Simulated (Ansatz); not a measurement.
```yaml
atoms:
  - { symbol: Zn, position_ang: [0.0000, 0.0000, 0.0000] }
  - { symbol: Cl, position_ang: [0.0000, 0.0000, 2.0700] }
  - { symbol: Cl, position_ang: [0.0000, 0.0000, -2.0700] }
```

Basis set: pcseg-2 (spherical functions). Charge 0, multiplicity 1.

Computed with Ansatz (development build ahead of 0.2.0); each method stands on the lowest determinant of its kind that the runs found. Restricted functionals stand beside restricted open-shell atoms, which can lie above the unrestricted atoms usual in DFT and then raise those values.

The atomization energy at this shape (free ground-state atoms in the same class of orbitals less the molecule, no zero-point energy) of singlet ZnCl2:

```tsv
method	atomization energy
PBE (unrestricted)	152.81 kcal/mol
```

(1) What does PBE0 (restricted) give?

## Answers

(1) 157.13 kcal/mol.

The shape needn't be a minimum at these levels.
